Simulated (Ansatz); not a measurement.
Calculated with Ansatz (gas phase, PBE0-D4/def2-TZVP geometries, no zero-point term in ΔE). CCSD(T)/CBS is the MP2 limit (def2-TZVPP, def2-QZVPP) plus CCSD(T) − MP2 in def2-TZVPP, frozen cores. This one scheme is used for every species. Functionals use def2-TZVPP. B3LYP here is the variant with VWN-RPA as its local correlation; programs differ in this. HSE06 is defined as in plane-wave codes. For Ge outer-core shells are correlated without core-valence functions, which leaves a few kJ/mol of doubt a bond. Scalar relativity is left out up to krypton. One conformer a species, not always the lowest.

Consider the cleavage of the Ge–Si bond: `[BH2][GeH2][SiH3]` + PH₃ → `[BH2][GeH2][PH2]` + SiH₄.

`[BH2][GeH2][SiH3]`:

```xyz
10

B    -0.003    0.263    1.962
Ge    0.976    0.069    0.183
Si   -0.726   -0.231   -1.474
H    -0.282   -0.701    2.611
H    -0.379    1.334    2.333
H     1.900   -1.160    0.100
H     1.785    1.313   -0.230
H    -0.108   -0.358   -2.820
H    -1.511   -1.461   -1.188
H    -1.652    0.932   -1.478
```

PH₃:

Cartesian coordinates in Å:
```
P -0.382 -0.412 0.145
H -0.668 0.614 -0.794
H 0.880 -0.698 -0.437
H 0.170 0.496 1.086
```

`[BH2][GeH2][PH2]`:

Cartesian coordinates in Å:
```
B -1.152 0.001 -1.356
Ge -0.242 -0.612 0.374
P 1.000 1.252 1.070
H -2.151 0.654 -1.313
H -0.659 -0.225 -2.420
H 0.680 -1.836 0.216
H -1.224 -0.890 1.528
H 1.837 0.480 1.919
H 1.912 1.176 -0.017
```

SiH₄:

Cartesian coordinates in Å:
```
Si 0.000 0.000 0.000
H -0.658 0.670 1.150
H 1.407 -0.317 0.351
H -0.025 0.902 -1.179
H -0.724 -1.255 -0.322
```

```csv
level,ΔE (kJ/mol),difference from CCSD(T)/CBS
PBE-D4,1.1,3.0
revPBE-D4,-1.3,0.6
BLYP-D4,-3.3,-1.4
r2SCAN-D4,-0.6,1.3
B97M-V,-1.7,0.2
PBE0-D4,0.0,1.9
B3LYP-D4,-3.3,-1.4
r2SCANh-D4,-0.9,1.0
r2SCAN0-D4,-1.3,0.6
BHLYP-D4,-4.6,-2.7
CAM-B3LYP-D4,-2.4,-0.5
ωB97X-V,-2.2,-0.3
ωB97M-V,-2.8,-0.9
B2PLYP,-4.2,-2.3
PBE-QIDH,-3.0,-1.1
PBE,1.5,3.4
revPBE,0.7,2.6
BLYP,-2.0,-0.1
r2SCAN,-0.6,1.3
PBE0,0.2,2.1
B3LYP,-2.5,-0.6
r2SCANh,-0.9,1.0
r2SCAN0,-1.3,0.6
HSE06,0.1,2.0
BHLYP,-4.3,-2.4
LC-ωPBE,0.1,2.0
HF/def2-SVP,-6.9,-5.0
MP2/def2-SVP,-5.3,-3.4
CCSD/def2-SVP,-2.0,-0.1
CCSD(T)/def2-SVP,-2.3,-0.4
HF/def2-TZVPP,-8.5,-6.6
MP2/def2-TZVPP,-7.0,-5.1
SCS-MP2/def2-TZVPP,-7.6,-5.7
CCSD/def2-TZVPP,-2.7,-0.8
CCSD(T)/def2-TZVPP,-3.1,-1.2
HF/def2-QZVPP,-8.6,-6.7
MP2/def2-QZVPP,-6.3,-4.4
SCS-MP2/def2-QZVPP,-7.1,-5.2
MP2/CBS(def2),-5.8,-3.9
CCSD/CBS(def2),-1.5,0.4
CCSD(T)/CBS,-1.9,0
```

Largest T1 diagnostic among the species: 0.013.

Leaving LDA and LC-ωPBE aside and taking each functional with its dispersion term where it has one, the values spread over 5.7 kJ/mol, from BHLYP-D4 to PBE-D4. LDA lies +3.2 kJ/mol from PBE without D4.
